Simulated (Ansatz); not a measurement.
Geometry optimisation, Ansatz, RKS BHLYP/def2-SVP.

Input:

```yaml
crystal:
  periodic: [false, false, false]
  atoms:
    - { symbol: C, position_ang: [-0.32549, 0.99231, -1.96336] }
    - { symbol: C, position_ang: [0.07343, 0.90695, -0.82215] }
    - { symbol: B, position_ang: [0.5204, 0.69894, 0.58877] }
    - { symbol: Al, position_ang: [-0.05478, -1.21318, 1.20936] }
    - { symbol: H, position_ang: [-0.65708, 1.10195, -2.95629] }
    - { symbol: H, position_ang: [1.09458, 1.58091, 1.11826] }
    - { symbol: H, position_ang: [-0.79989, -2.17443, 0.22051] }
    - { symbol: H, position_ang: [0.14882, -1.89345, 2.60489] }
basis:
  gaussian: { orbitals: def2-SVP }
hamiltonian:
  xc: { name: BHLYP }
relax:
  f_tol: 0.02
  max_steps: 50
```

Run as:

```bash
$ ansatz run input.yaml --threads 1 --pin off --max-ram 2048MiB --backend cpu --events-out ev --progress --plain --runs-dir out
```

Q: Where does it end, and by what steps?

A: The run converged. After 21 steps the energy has fallen by 0.218 eV; H7 moved furthest, 1.46 Å.

```tsv
step	energy less start (eV)	largest force component (eV/Å)	accepted
0	0.0000	0.693	yes
1	-0.0799	0.246	yes
2	-0.0941	0.084	yes
3	-0.1024	0.154	yes
4	-0.1080	0.121	yes
5	-0.1169	0.072	yes
6	-0.1239	0.298	yes
7	-0.1286	0.477	yes
8	-0.1204	0.492	no
9	-0.1521	0.120	yes
10	-0.1646	0.070	yes
11	-0.1789	0.093	yes
12	-0.1936	0.183	yes
13	-0.1997	0.287	yes
14	-0.1953	0.536	no
15	-0.2134	0.037	yes
16	-0.2150	0.055	yes
17	-0.2120	0.268	no
18	-0.2170	0.033	yes
19	-0.2175	0.039	yes
20	-0.2177	0.023	yes
21	-0.2177	0.005	yes
```

```xyz
8
Properties=species:S:1:pos:R:3
C -0.550 1.366 -1.891
C 0.032 0.942 -0.917
B 0.712 0.367 0.299
Al -0.082 -1.345 1.277
H -1.052 1.752 -2.751
H 1.710 0.922 0.676
H 0.360 -2.804 0.853
H -1.130 -1.199 2.454
```

Whether the end is a true minimum wasn't checked by a vibrational analysis.

The run took 6.2 min on 1 thread of Intel(R) Xeon(R) Processor @ 2.50GHz (Skylake/Cascade Lake), with other jobs on the host, peak memory 0.15 GiB.
